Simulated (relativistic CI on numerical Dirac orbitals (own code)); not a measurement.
# Line list: Electric-dipole lines, Zr XVII

These numbers are calculated, not measured: Dirac-Coulomb-Breit CI, KLI orbitals optimised for each configuration, model QED (radiative potential, 1s self-energy scaled to tabulated hydrogen-like ionisation energies), unscaled Slater integrals (own radial code, finite nucleus).

Configurations in the expansion (outside the closed core [Ne]): 3s2.3p6.3d6, 3s2.3p5.3d7, 3s2.3p4.3d8, 3s.3p6.3d7, 3p6.3d8, 3s2.3p6.3d5.4s, 3s.3p5.3d8, 3s2.3p6.3d5.4p, 3s2.3p6.3d5.4d, 3s2.3p6.3d4.4s2, 3s2.3p6.3d5.4f, 3s2.3p5.3d6.4s, 3s2.3p6.3d4.4s.4p, 3s2.3p4.3d7.4s, 3s2.3p6.3d5.5s, 3s2.3p6.3d4.4p2, 3s2.3p5.3d6.4p, 3s2.3p4.3d7.4p, 3s2.3p6.3d5.5p, 3s2.3p6.3d4.4s.4d, 3s2.3p6.3d5.5d, 3s2.3p6.3d4.4p.4d, 3s.3p6.3d6.4s, 3s2.3p6.3d5.5g, 3s2.3p6.3d5.6s, 3s2.3p6.3d5.6d, 3p6.3d7.4s, 3s.3p6.3d5.4s2, 3p6.3d7.4p, 3p6.3d7.4d, 3s.3p6.3d6.5s. Levels of other configurations are missing.

```
λ vac (Å)                  Lower                    Upper   A (s⁻¹)  E lower (cm⁻¹)  E upper (cm⁻¹)
   70.624  3s2.3p6.3d6 1I_6 [21]  3s2.3p5.3d7 1H°_5 [138]  1.14e+12          115449         1531398
   70.917  3s2.3p6.3d6 3G_5 [15]  3s2.3p5.3d7 1G°_4 [135]  2.98e+11           95228         1505321
   71.283   3s2.3p6.3d6 3H_6 [8]  3s2.3p5.3d7 3G°_5 [129]  8.96e+11           71253         1474113
   72.068  3s2.3p6.3d6 1G_4 [32]  3s2.3p5.3d7 1F°_3 [143]  7.52e+11          202387         1589968
   72.128  3s2.3p6.3d6 1G_4 [22]  3s2.3p5.3d7 1F°_3 [136]  5.37e+11          123432         1509856
   72.181  3s2.3p6.3d6 3G_4 [16]  3s2.3p5.3d7 3F°_3 [131]  5.24e+11           99564         1484961
   72.510  3s2.3p6.3d6 3F_4 [28]  3s2.3p5.3d7 3D°_3 [141]  6.14e+11          176003         1555123
   72.627  3s2.3p6.3d6 3G_5 [15]  3s2.3p5.3d7 3G°_4 [128]  3.73e+11           95228         1472125
   73.364   3s2.3p6.3d6 3H_5 [9]  3s2.3p5.3d7 3F°_4 [122]  5.47e+11           72337         1435396
   74.233  3s2.3p6.3d6 3H_4 [12]  3s2.3p5.3d7 3G°_3 [121]  5.33e+11           84312         1431423
   74.811   3s2.3p6.3d6 3F_4 [7]  3s2.3p5.3d7 3D°_3 [117]  2.22e+11           63558         1400255
   77.990  3s2.3p6.3d6 3G_5 [15]  3s2.3p5.3d7 3G°_5 [112]  2.19e+11           95228         1377450
   78.934  3s2.3p6.3d6 1I_6 [21]  3s2.3p5.3d7 1I°_6 [113]  2.31e+11          115449         1382326
   79.307   3s2.3p6.3d6 5D_4 [1]   3s2.3p5.3d7 5D°_4 [81]  1.79e+11               0         1260916
   81.268   3s2.3p6.3d6 3H_5 [9]   3s2.3p5.3d7 3H°_5 [93]  1.71e+11           72337         1302840
   82.044   3s2.3p6.3d6 5D_4 [1]   3s2.3p5.3d7 5P°_3 [66]  1.61e+11               0         1218857
   82.201   3s2.3p6.3d6 3F_4 [7]   3s2.3p5.3d7 3H°_4 [88]  1.71e+11           63558         1280092
   83.892   3s2.3p6.3d6 5D_4 [1]   3s2.3p5.3d7 5D°_3 [59]  1.09e+11               0         1192012
   84.003   3s2.3p6.3d6 3H_6 [8]   3s2.3p5.3d7 3H°_6 [82]  2.06e+11           71253         1261686
   89.491   3s2.3p6.3d6 5D_4 [1]   3s2.3p5.3d7 5F°_5 [40]  6.14e+10               0         1117435
```

Terms are leading LS components. Brackets give the number of a level in order of energy, since labels repeat. The list gives strong lines, with weight on those to low levels, without lines whose two gauges differ by over a factor of 2.5, among the lowest 400 of 9980 levels, so that lines to higher ones, which can be the strongest, are missing. Levels whose partners in the same complex of configurations lie outside the list can be far off, and so can their lines. Rates are taken at the computed energies, electric ones in the length gauge.

At this charge energies of transitions that change n are usually good to better than 1 %, and those within a shell (Δn = 0) to a few per cent. Terms inside the open d or f shell come out 10 to 20 % too wide with unscaled integrals.

LS names give the leading component of a level, which can be under half, so a name can repeat, a term be missing and a line seem to break the LS rules.
